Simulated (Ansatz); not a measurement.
Computed with Ansatz on PBE0-D4/def2-TZVP structures; ΔE is electronic, products minus reactants. CCSD(T)/CBS adds triple-zeta CCSD(T) − MP2 to the extrapolated MP2 energy (def2 sets, frozen cores). One conformer a species, not always the lowest.

`C[SiH2][AlH][O][SiH3]` → `[CH3][AlH][O][SiH2][SiH3]`  (isomerisation)

| species | CCSD(T)/CBS(def2) energy (Eh) |
| --- | --- |
| `C[SiH2][AlH][O][SiH3]` | -938.90922 |
| `[CH3][AlH][O][SiH2][SiH3]` | -938.90940 |

Problem. Work out ΔE.

Solution. ΔE = (-938.90940) − (-938.90922) = -0.00018 Eh = -0.5 kJ/mol.

Largest T1 diagnostic among the species: 0.012.

In def2-TZVPP, CCSD(T) changes the Hartree–Fock value by −5.3 kJ/mol (the triples alone add −0.8 kJ/mol) and MP2 by −5.7 kJ/mol.
